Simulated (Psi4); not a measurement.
C2ClO2Pt, charge +1, singlet (typed; the unrestricted solution is spin-contaminated), geometry from GFN2-xTB (such geometries of metal compounds can be far from the true shape) (the multiplicity is a formal guess) (core potentials on Pt), with bond 5-6 at 2.2 times its length; HF/def2-SVP (Psi4 1.11).

Psi4 was given this input:
```
memory 2 GB

molecule mol {
1 1
  Pt   -0.100349   -0.078233    0.007090
  Cl   -1.702310   -1.327132    0.120268
  O     0.411658    2.551488   -1.398420
  C     0.315076    1.582711   -0.843089
  O     3.898236   -0.263644    1.752136
  C     1.679659   -0.027603    0.702162
}

set basis def2-svp
set reference uhf
set stability_analysis follow
set scf_type pk

energy('scf')
print_variables()
```

### Question
Predict the main parts of the log of this Psi4 run.

### Answer

```
   => Loading Basis Set <=

    Name: DEF2-SVP
    Role: ORBITAL
    Keyword: BASIS

    !!!  WARNING: ECP capability is in beta. Please check occupations closely.  !!!

         ---------------------------------------------------------
                                   SCF
               by Justin Turney, Rob Parrish, Andy Simmonett
                          and Daniel G. A. Smith
                              UHF Reference
         ---------------------------------------------------------

  ==> Geometry <==

    Molecular point group: c1
    Full point group: C1

    Geometry (in Angstrom), charge = 1, multiplicity = 1:

       Center              X                  Y                   Z               Mass
    ------------   -----------------  -----------------  -----------------  -----------------
         PT          -0.148546711379    -0.055829108418    -0.026326170579   194.964791700000
         CL          -1.750507711379    -1.304728108418     0.086851829421    34.968852682000
         O            0.363460288621     2.573891891582    -1.431836170579    15.994914619570
         C            0.266878288621     1.605114891582    -0.876505170579    12.000000000000
         O            3.850038288621    -0.241240108418     1.718719829421    15.994914619570
         C            1.631461288621    -0.005199108418     0.668745829421    12.000000000000

  Running in c1 symmetry.

  Rotational constants: A =      0.06902  B =      0.03901  C =      0.02492 [cm^-1]
  Rotational constants: A =   2069.06076  B =   1169.39212  C =    747.12940 [MHz]
  Nuclear repulsion =  297.852526689190540

  Charge       = 1
  Multiplicity = 1
  Electrons    = 62
  Nalpha       = 31
  Nbeta        = 31

  ==> Algorithm <==

  SCF Algorithm Type is PK.
  DIIS enabled.
  MOM disabled.
  Fractional occupation disabled.
  Guess Type is SAD.
  Energy threshold   = 1.00e-06
  Density threshold  = 1.00e-06
  Integral threshold = 1.00e-12

  ==> Primary Basis <==

  Basis Set: DEF2-SVP
    Blend: DEF2-SVP
    Number of shells: 44
    Number of basis functions: 106
    Number of Cartesian functions: 116
    Spherical Harmonics?: true
    Max angular momentum: 3

  Core potential: DEF2-SVP
    Number of shells: 4
    Number of ECP primitives: 10
    Number of ECP core electrons: 60
    Max angular momentum: 3

  ==> Integral Setup <==

  Using in-core PK algorithm.
   Calculation information:
      Number of atoms:                   6
      Number of AO shells:              44
[...]
    Wavefunction unstable!
    Rotating orbitals by 0.5 * pi / 2 radians along unstable eigenvector.
    Wavefunction unstable!
[...]

    Rotating orbitals by 0.5 * pi / 2 radians along unstable eigenvector.
    There's still a negative eigenvalue. Try modifying FOLLOW_STEP_SCALE
    or increasing MAX_ATTEMPTS (not available for PK integrals).

  ==> Post-Iterations <==

   @Spin Contamination Metric:   2.186265654E+00
   @S^2 Expected:                0.000000000E+00
   @S^2 Observed:                2.186265654E+00
   @S   Expected:                0.000000000E+00
   @S   Observed:                0.000000000E+00

    Orbital Energies [Eh]
    ---------------------

    Alpha Occupied:

[...]
      31A     -0.629988

    Alpha Virtual:

[...]
    Beta Occupied:

[...]
      31A     -0.629819

    Beta Virtual:

[...]
    Final Occupation by Irrep:
              A
    DOCC [    31 ]
    SOCC [     0 ]
    NA   [    31 ]
    NB   [    31 ]

  @UHF Final Energy:  -802.46742627709341

   => Energetics <=

    Nuclear Repulsion Energy =            297.8525266891905403
    One-Electron Energy =               -1728.8644805432950307
    Two-Electron Energy =                 628.5445275770109674
    Total Energy =                       -802.4674262770934092

  UHF NO Occupations:
  HONO-2 :   29  A 1.9980473
  HONO-1 :   30  A 1.9973689
  HONO-0 :   31  A 1.0495053
  LUNO+0 :   32  A 0.9504947
  LUNO+1 :   33  A 0.0026311
  LUNO+2 :   34  A 0.0019527
  LUNO+3 :   35  A 0.0003339

Computation Completed

Properties will be evaluated at   0.000000,   0.000000,   0.000000 [a0]

Properties computed using the SCF density matrix

 Multipole Moments:

 ------------------------------------------------------------------------------------
     Multipole            Electronic (a.u.)      Nuclear  (a.u.)        Total (a.u.)
 ------------------------------------------------------------------------------------

 L = 1.  Multiply by 2.5417464519 to convert [e a0] to [Debye]
 Dipole X            :        -23.0250778           23.9344286            0.9093508
 Dipole Y            :         -8.6623061            9.5911295            0.9288234
 Dipole Z            :         -4.0752936            3.8760612           -0.1992324
 Magnitude           :                                                    1.3150382

 ------------------------------------------------------------------------------------

  Variable Map:
  ----------------------------------------------------------------------------
[...]
  Array Variable Map:
  ----------------------------------------------------------------------------
[...]
[...]
```

The run did not converge; its last values are not results.
